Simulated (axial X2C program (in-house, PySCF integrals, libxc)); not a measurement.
Testing model relations on AuC⁺

A bond curve at the PBE0 level, two-component, was computed with an in-house relativistic program for diatomic molecules (basis Au dyall-cv3z [13s14p9d6f4g], C dyall-v3z [7s6p2d1f] (cores contracted in-house)) for the state Ω = 0 (closed shell). Its fit gives Re = 1.7829 Å, ωe = 817.9 cm⁻¹, ωexe = 4.58 cm⁻¹ and αe = 3.513e-03 cm⁻¹; the masses are 196.9666 and 12.0000 u. Two-component means X2C with spin–orbit coupling and atomic mean-field Coulomb and Gaunt terms.

**Question.** Find the reduced mass, Be and the force constant.

**Answer.** From the PBE0 values: μ = 11.3109 u. Be = 16.8576/(μ Re²) = 0.4689 cm⁻¹. k = 5.8918×10⁻⁷ μ ωe² = 4.46 mdyn/Å.

**Question.** Give B0, the J = 1←0 line in GHz and the most populated J at 300 K (kT = 208.5 cm⁻¹).

**Answer.** B0 = Be − αe/2 = 0.4671 cm⁻¹; 2B0 = 28.01 GHz; J(max) ≈ √(kT/2B0) − 1/2 = 14.4, so J = 14.

**Question.** Where do the fundamental and the first overtone lie?

**Answer.** ν(1←0) = ωe − 2ωexe = 808.7 cm⁻¹; ν(2←0) = 2ωe − 6ωexe = 1608.3 cm⁻¹.

**Question.** Estimate De from a Morse curve and compare with the computed well depth of 3.347 eV to Au+ + C.

**Answer.** De(Morse) = ωe²/(4ωexe) = 4.527 eV against 3.347 eV computed, a ratio of 1.35. The extrapolation overshoots: the well softens faster than a Morse curve, or the lowest atomic limit lies below the one to which the curve heads.

**Question.** Estimate the centrifugal constant by the Kratzer relation.

**Answer.** D = 4Be³/ωe² = 6.16e-07 cm⁻¹.

One determinant describes the state; a PBE0 search over occupations chose it and may have missed a lower one. De is counted from the lowest determinant-based energies of the atoms at the same level, without counterpoise correction. The 2c atoms are single determinants rather than J levels; their spin–orbit lowering is only partly caught, and De is too large by that part. This holds for PBE0. The functionals have no current-density term, which raises determinants with orbital currents, atoms included.
